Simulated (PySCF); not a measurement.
# The first ionisation energy along group 6

All values are computed (PySCF 2.14, energy differences of UHF-based or UKS calculations, no spin-orbit coupling). Values in eV. The last column holds reference values (NIST; (s) semi-empirical, (t) theoretical, else measured). Unmarked ones compare directly (S terms, centres of terms, or small fine structure); those marked * lie between the lowest fine-structure levels and include a spin-orbit shift.

```tsv
element	configurations	UHF	MP2 (valence)	SCS-MP2 (valence)	CCSD (valence)	CCSD(T) (valence)	PBE0	reference
Cr (ANO-RCC-VTZP, spin-free X2C)	[Ar] 3d5 4s1 → [Ar] 3d5	6.025	6.489	6.180	6.507	6.537	7.060	6.767
Mo (ANO-RCC-VTZP, spin-free X2C)	[Kr] 4d5 5s1 → [Kr] 4d5	6.264	6.798	6.442	6.821	6.848	7.205	7.092
W (ANO-RCC-VTZP, spin-free X2C)	[Xe] 4f14 5d4 6s2 → [Xe] 4f14 5d4 6s1	5.916	7.058	7.284	7.286	7.398	7.413	7.825
```

```
           method  elements  mean error (eV)  mean absolute error (eV)  largest error (eV)
              UHF         3           -1.160                     1.160              -1.909
    MP2 (valence)         3           -0.446                     0.446              -0.767
SCS-MP2 (valence)         3           -0.593                     0.593              -0.650
   CCSD (valence)         3           -0.357                     0.357              -0.539
CCSD(T) (valence)         3           -0.300                     0.300              -0.427
             PBE0         3           -0.002                     0.273              -0.412
```

Errors include the incompleteness of the basis and the frozen core.

"Valence" correlates the outer s and p shells and, in groups 3 to 12 and the f block, the outer d or f shell, open or full, or the next shell where the ion has no valence electron left; the wider scheme adds the next inner shell.
